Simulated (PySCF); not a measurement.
**Electron correlation in C⁺ (carbon, charge +1)**

[He] 2s2 2p1, 2P determinant. All numbers are calculated (PySCF 2.14, the spin-free X2C one-electron Hamiltonian (Gaussian nucleus), in aug-cc-pVDZ-DK (4s3p2d, 23 functions)). Frozen: 1s2; 3 electrons correlated.

MP2 pair energies summed by pair of shells (mhartree):

```tsv
pair	energy	share (%)
2s-2s	-25.78	61.9
2s-2p	-15.87	38.1
```

Total MP2 correlation energy: -41.65 mhartree.

Same-spin part -2.42 and opposite-spin part -39.23 mhartree; SCS-MP2 scales them by 1/3 and 6/5 to -47.88 mhartree.

```
  level  correlation energy (mhartree)
   CCSD                         -67.23
    (T)                          -0.69
CCSD(T)                         -67.92
```

Diagnostics: T1 = 0.0091, D1 = 0.0175, largest double amplitude 0.134.

Problem. Is a single reference adequate?

Solution. Mostly. T1 lies below 0.03, but a double amplitude of this size points to a near-degeneracy that CCSD handles and MP2 describes poorly.
